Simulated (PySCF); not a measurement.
SMILES [I][Cd][I], B3LYP/def2-SVP optimised geometry. Atoms within 1.6 Å of the plane z = 0.0 Å (x, y, z in Å): Cd1 (0.00, -0.01, 0.00), I2 (2.62, -0.01, 0.00), I3 (-2.62, 0.01, -0.01).

Calculation: PySCF with B3LYP/def2-TZVP, def2 effective core potentials past Kr. The core electrons that the potentials of Cd, I replace are not part of the density. Cells within 0.4 Å of a nucleus heavier than hydrogen are left out (blank, or x).

Map of the Laplacian of the electron density (e/bohr⁵), clipped to [-1.50, 1.50] on the plane z = 0.0 Å:

```
|5555555555555555555555555555555|
|5555555555555555555555555555555|
|5555555555555555555555555555555|
|5555555555555555555555555555555|
|5555555555555555555555555555555|
|5555555555555555555555555555555|
|5555555555555555555555555555555|
|5555555555555555555555555555555|
|5555555555555555555555555555555|
|5555555555555555555555555555555|
|5555555555555555555555555555555|
|5555555555555555555555555555555|
|5555555555555566655555555555555|
|5555559996555799975556999555555|
|5555599x0955690x0965599x9955555|
|555559xxx95569xxx96559xxx955555|
|5555599x9955690x0965590x9955555|
|5555559996555799975556999555555|
|5555555555555566655555555555555|
|5555555555555555555555555555555|
|5555555555555555555555555555555|
|5555555555555555555555555555555|
|5555555555555555555555555555555|
|5555555555555555555555555555555|
|5555555555555555555555555555555|
|5555555555555555555555555555555|
|5555555555555555555555555555555|
|5555555555555555555555555555555|
|5555555555555555555555555555555|
|5555555555555555555555555555555|
|5555555555555555555555555555555|
```
Scale: ten equal steps from -1.50 (start of '0') to 1.50 (end of '9'), in the order '0123456789'; x runs from -5.00 to 5.00, y from -5.00 (bottom) to 5.00 (top).
